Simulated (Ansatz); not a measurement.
`C#[C][GeH]([CH3])[CH3]`, relaxed with RKS PBE-D4/def2-SVP in Ansatz from a rough embedded geometry. The force threshold is 0.03 eV/Å; the program also tests the step.

Charge 0, multiplicity 1.

Start:

```xyz
13

C    -2.548   -0.911    0.975
C    -1.657   -0.389    0.490
Ge   -0.177    0.445   -0.290
C     1.142    1.002    1.110
C     0.694   -0.734   -1.568
H    -3.465   -1.401    1.419
H    -0.597    1.782   -1.011
H     0.636    1.661    1.839
H     1.999    1.440    0.709
H     1.448    0.010    1.662
H     1.021   -1.664   -1.002
H    -0.022   -0.980   -2.330
H     1.524   -0.261   -2.001
```

(1) How much energy does the relaxation release, and in how many steps? (Best estimate.)

(2) Which bonds change most? (Estimate.)

(3) Give the relaxed structure. (Best estimate.)

## Answers

(1) The calculation gave: 77.77 kJ/mol, in 4 steps.

(2) Ansatz gave: C1–C2 from 1.141 to 1.229 Å; C4–H10 from 1.176 to 1.107 Å; C4–H9 from 1.042 to 1.108 Å; C5–H13 from 1.049 to 1.108 Å.

(3) Ansatz gave: 
```xyz
13

C    -2.621   -0.921    0.997
C    -1.655   -0.357    0.488
Ge   -0.123    0.496   -0.294
C     1.127    0.968    1.147
C     0.695   -0.748   -1.575
H    -3.474   -1.415    1.444
H    -0.625    1.775   -1.021
H     0.639    1.646    1.874
H     2.018    1.476    0.728
H     1.453    0.054    1.679
H     1.021   -1.668   -1.053
H    -0.033   -1.026   -2.361
H     1.577   -0.278   -2.055
```
